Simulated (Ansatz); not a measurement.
Consider the homolysis of the C–Si bond: `C#C[Si](C)(F)F` → `[CH3]`• + `C#C[Si](F)F`•.

Calculated with Ansatz (gas phase, PBE0-D4/def2-TZVP geometries, no zero-point term in ΔE). CCSD(T)/CBS adds triple-zeta CCSD(T) − MP2 to the extrapolated MP2 energy (def2 sets, frozen cores). This one scheme is used for every species. DFT in def2-TZVPP. Open shells (•) are unrestricted, without spin–orbit coupling.

| level | ΔE (eV) |
| --- | --- |
| revPBE-D4 | 4.20 |
| HF/CBS(def2) | 3.33 |

**Question.** What does CCSD(T)/CBS give? (Estimate.)

**Answer.** The calculation gave: +4.54 eV. The listed levels differ from it by -0.34, -1.21 eV.

Largest T1 diagnostic among the species: 0.017.

From PBE to PBE0 (25 % exact exchange), in def2-TZVPP and without D4, ΔE moves by +0.06 eV. In def2-TZVPP, CCSD(T) changes the Hartree–Fock value by +1.10 eV (the triples alone add +0.08 eV) and MP2 by +1.23 eV; breaking electron pairs costs correlation energy, which Hartree–Fock lacks.

CCSD(T)/CBS has its own doubt, a few kJ/mol and more with outer-core shells, so smaller differences from it don't rank the levels.
